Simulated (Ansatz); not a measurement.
Input file for Ansatz (a quantum-chemistry and plane-wave program): R-PBE/def2-TZVPP on H5NPbSi (SMILES [NH2][Pb][SiH3]), a point of a torsion scan. Elements past Kr take the def2 small-core potentials; no spin–orbit coupling.

Ansatz 0.2 input:
```yaml
crystal:
  periodic: [false, false, false]
  atoms:
    - {symbol: N, position_ang: [1.99558748, -0.13926783, 0.14457680]}
    - {symbol: Pb, position_ang: [0.56688521, -0.12089591, 1.72193619]}
    - {symbol: Si, position_ang: [-1.47828716, 0.06374553, 0.02489584]}
    - {symbol: H, position_ang: [1.81254046, -0.08141985, -0.84366537]}
    - {symbol: H, position_ang: [2.99476179, -0.20763636, 0.25436588]}
    - {symbol: H, position_ang: [-2.18518249, -1.19458791, -0.25232785]}
    - {symbol: H, position_ang: [-2.57831580, 0.94857819, 0.43685361]}
    - {symbol: H, position_ang: [-1.15003412, 0.55189246, -1.31651735]}
basis:
  gaussian:
    orbitals: def2-TZVPP
hamiltonian:
  xc: {name: PBE}
scf: {lower_state_search: off}
```

Task: What total energy does the run end on?

Result: -539.9653 hartree.
